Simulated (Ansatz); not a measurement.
A nudged elastic band was laid between two geometries of C₂H₆FSi (10 atoms, charge 1, multiplicity 1).

Theory: RKS PBE/6-31G* (Ansatz).

```json
{
 "movable images": "7",
 "climbing image": "from the first iteration",
 "spring": "5.0 eV/Å²",
 "optimiser": "lbfgs",
 "start path": "through a guess of the saddle point",
 "force threshold": "0.03 eV/Å",
 "iteration limit": "59",
 "end points": "relaxed"
}
```

Image 0:

```xyz
10
Properties=species:S:1:pos:R:3
C -0.363 1.155 -0.810
C -0.211 -0.254 -0.480
F -0.614 -1.075 -1.400
Si 0.517 -1.030 1.156
H 0.003 1.828 -0.022
H -1.436 1.361 -1.031
H 0.147 1.365 -1.778
H 0.442 -2.504 1.008
H -0.372 -0.415 2.188
H 1.887 -0.431 1.169
```

Image 8:

```xyz
10
Properties=species:S:1:pos:R:3
C -0.309 1.129 -0.925
C -0.504 -0.144 -0.254
F -1.583 -0.787 -0.577
Si 0.619 -1.021 1.084
H -1.202 1.497 -1.454
H 0.512 0.963 -1.668
H 0.126 1.877 -0.232
H 0.649 -2.446 0.653
H -0.217 -0.783 2.302
H 1.910 -0.285 1.071
```

**Question.** Which bonds break or form, and what moves?

**Answer.** No bond is made or broken. The dihedral H5–C1–C2–F3 goes from -179 to 13°.

**Question.** What energy profile does the band end with?

**Answer.** The forces met the threshold. The highest image is number 4 of 0 to 8, 0.004 eV above the first end and 0.024 eV above the last; the last end lies 0.020 eV below the first. The top lies less than 8 meV above the higher end, about what the thresholds resolve: that end is a shoulder or a very shallow well. Another band between the same ends (7 images) ends at a top of the same energy, where a vibrational analysis finds 2 clearly imaginary modes. Limits of this set-up: the dipole of an ion depends on the origin.

```tsv
image	path coordinate (Å)	energy (eV)	dihedral H5–C1–C2–F3 (°)
0	0.00	0.000	-179
1	0.46	-0.001	168
2	0.93	0.000	154
3	1.40	0.003	137
4	1.88	0.004	115
5	2.51	0.001	86
6	3.13	0.000	59
7	3.77	-0.013	34
8	4.40	-0.020	13
```

**Question.** What is the geometry of the highest image?

**Answer.** 
```xyz
10
Properties=species:S:1:pos:R:3
C -0.404 1.135 -0.867
C -0.358 -0.248 -0.420
F -1.076 -1.078 -1.110
Si 0.630 -1.017 1.089
H -0.876 1.739 -0.055
H -0.957 1.273 -1.808
H 0.624 1.549 -0.921
H 0.401 -2.481 1.011
H -0.004 -0.323 2.251
H 2.022 -0.548 0.829
```

The band took 23 iterations and about 11 core-minutes.

Run time: 11 min on 1 CPU thread of a shared host.
